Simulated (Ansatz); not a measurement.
One change: `[NH2][Al]1[CH2][CH2]1` becomes `[OH][Al]1[CH2][CH2]1`.

Ansatz, PBE0-D4/def2-TZVP geometries, multiplicity 1. Each molecule was computed in one conformer, which needn't be the lowest.

```csv
property,`[NH2][Al]1[CH2][CH2]1`
LUMO energy (ωB97M-V/def2-TZVPP) / eV,1.09
HOMO energy (ωB97M-V/def2-TZVPP) / eV,-7.88
HOMO energy (B3LYP/def2-TZVPP) / eV,-5.51
zero-point energy (PBE0-D4/def2-TZVP) / kJ/mol,202.3
HOMO energy (PBE/def2-TZVPP) / eV,-4.57
HOMO–LUMO gap (ωB97M-V/def2-TZVPP) / eV,8.97
```

Give the same properties after the change, and the shifts. (Estimate.)

Computed: 
```csv
property,`[OH][Al]1[CH2][CH2]1`,shift
LUMO energy (ωB97M-V/def2-TZVPP) / eV,0.83,-0.26
HOMO energy (ωB97M-V/def2-TZVPP) / eV,-8.12,-0.24
HOMO energy (B3LYP/def2-TZVPP) / eV,-5.73,-0.22
zero-point energy (PBE0-D4/def2-TZVP) / kJ/mol,170.3,-32.0
HOMO energy (PBE/def2-TZVPP) / eV,-4.77,-0.20
HOMO–LUMO gap (ωB97M-V/def2-TZVPP) / eV,8.95,-0.02
```

With PBE0 the HOMO falls by 0.23 eV and the LUMO falls by 0.35 eV, so the gap narrows by about 0.12 eV. PBE moves the HOMO by -0.20 eV and ωB97M-V by -0.24 eV. The zero-point energy changes by -32.0 kJ/mol with -3 modes.

B3LYP here is the variant with VWN-RPA as its local correlation; programs differ in this.
